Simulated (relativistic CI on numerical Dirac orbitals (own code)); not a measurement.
**Slater and spin-orbit integrals, Cr²²⁺**

Calculated at this level of theory: Dirac-Coulomb-Breit CI, KLI orbitals optimised for each configuration, a model potential for QED, unscaled Slater integrals (own radial code, finite nucleus).

Slater integrals F^k, G^k are unscaled and averaged over j, outside the closed core (none); ζ comes from projecting the Hamiltonian with its Breit term on Σ l·s of the shell.

- 1s2s: G^0(1s,2s) = 112520 cm⁻¹; <r>(1s) = 0.06206, <r^2>(1s) = 0.005156, <r>(2s) = 0.254, <r^2>(2s) = 0.07533 (bohr units).
- 1s2p: G^1(1s,2p) = 248900, ζ(2p) = 70783 cm⁻¹; <r>(1s) = 0.06207, <r^2>(1s) = 0.005157, <r>(2p) = 0.2145, <r^2>(2p) = 0.05535 (bohr units).
- 1s3s: G^0(1s,3s) = 29589 cm⁻¹; <r>(1s) = 0.06196, <r^2>(1s) = 0.005137, <r>(3s) = 0.5758, <r^2>(3s) = 0.3769 (bohr units).

Averages of the first 10 configurations, taken without configuration mixing, which lowers the lowest level and can move excited configurations by several eV; other configurations of the list can lie among them:

```tsv
Configuration	Parity	States	Average energy above the lowest level (eV)
1s²	even	1	0.0
1s2s	even	4	5632.8
1s2p	odd	12	5664.6
1s3s	even	4	6665.8
1s3p	odd	12	6674.9
1s3d	even	20	6679.4
1s4s	even	4	7024.1
1s4p	odd	12	7027.9
1s4d	even	20	7029.8
1s4f	odd	28	7030.2
```
